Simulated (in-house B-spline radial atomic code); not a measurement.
Cu7+: [Ar] 3d4

All numbers are computed (non-relativistic BP86, spin-polarised, spherical fractional occupations; point nucleus) with a radial B-spline atomic code at the basis-set limit, not measured.

Effective charges: Z_r = [3n² - l(l+1)]/(2<r>) from the radius, Z_e = n√(-2ε) from the energy, and Slater's rules. Values are occupation-weighted means over spin.

```tsv
shell	electrons	ε (eV)	<r> (bohr)	Z_r	Z_e	Slater
1s	2	-8911.4	0.0529	28.35	25.59	28.70
2s	2	-1206.4	0.2385	25.16	18.83	24.85
2p	6	-1077.9	0.2077	24.08	17.80	24.85
3s	2	-261.04	0.6828	19.77	13.14	17.75
3p	6	-220.01	0.6919	18.07	12.06	17.75
3d	4	-153.91	0.6911	15.19	10.09	9.95
```

The least bound orbital is 3d up at -153.9 eV, while the most diffuse is 3p down (<r> = 0.6944 bohr against 0.6911 bohr): energy order and size order differ.
